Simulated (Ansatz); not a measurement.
A run for Ansatz (an electronic-structure program): R-wB97X-V/def2-TZVPP on CH3GeI (SMILES [CH3][Ge][I]), a point of a torsion scan. Elements past Kr take the def2 small-core potentials; no spin–orbit coupling.

Ansatz 0.2 input:
```yaml
crystal:
  periodic: [false, false, false]
  atoms:
    - {symbol: C, position_ang: [-0.68437616, -0.03312415, -0.02912282]}
    - {symbol: Ge, position_ang: [0.87290892, 1.27980952, 0.01212844]}
    - {symbol: I, position_ang: [2.67947329, -0.25246223, -0.97362719]}
    - {symbol: H, position_ang: [-0.81900642, -0.45348416, 0.97121747]}
    - {symbol: H, position_ang: [-1.60870419, 0.49723545, -0.26975141]}
    - {symbol: H, position_ang: [-0.57696684, -0.86082889, -0.72894931]}
basis:
  gaussian:
    orbitals: def2-TZVPP
hamiltonian:
  xc: {name: wB97X-V}
scf: {lower_state_search: off}
```

It printed:

```
WARN ansatz: RAYON_NUM_THREADS=1 ignored (pool sized by the plan → 1); use --threads N
Functional definition: wB97X-V
these checks for a lower state are left out or cut short: stability, starts, cluster_reference, orbital_swaps, neighbouring_geometries, increment
integrals: 0.12 GiB planned
1135 factors; their error is unknown
integrals: 0.16 GiB planned
236 factors; integrals over basis functions are off by at most 6.7e-5 eV
mean field: 1.06 GiB planned
mean field evaluation 1: about -65696.2608 eV, gradient 4.1e1 eV
mean field evaluation 2: about -65697.3868 eV, gradient 3.6e1 eV
mean field evaluation 4: about -65700.0401 eV, gradient 1.6e0 eV
mean field evaluation 8: about -65700.0526 eV, gradient 5.1e-2 eV
mean field evaluation 16: about -65700.4076 eV, gradient 5.4e-4 eV
mean field -65700.40755808 eV, -2414.4454444238 hartree, gradient 7.4e-6 eV, S^2 0.000000; 0 other end points of the search recorded, 0 dependent functions left out
reference -65700.40755644 eV, -2414.4454443636 hartree; 33, 33 occupied and 138, 138 virtual orbitals, 1135 factors
Total energy: -65700.40755644 eV, -2414.4454443636 hartree
Checks for a lower state left out: stability, starts, cluster_reference, orbital_swaps, neighbouring_geometries, increment
```

The calculation finished and met its thresholds.

Cost: about 7 core-seconds (a rough figure).
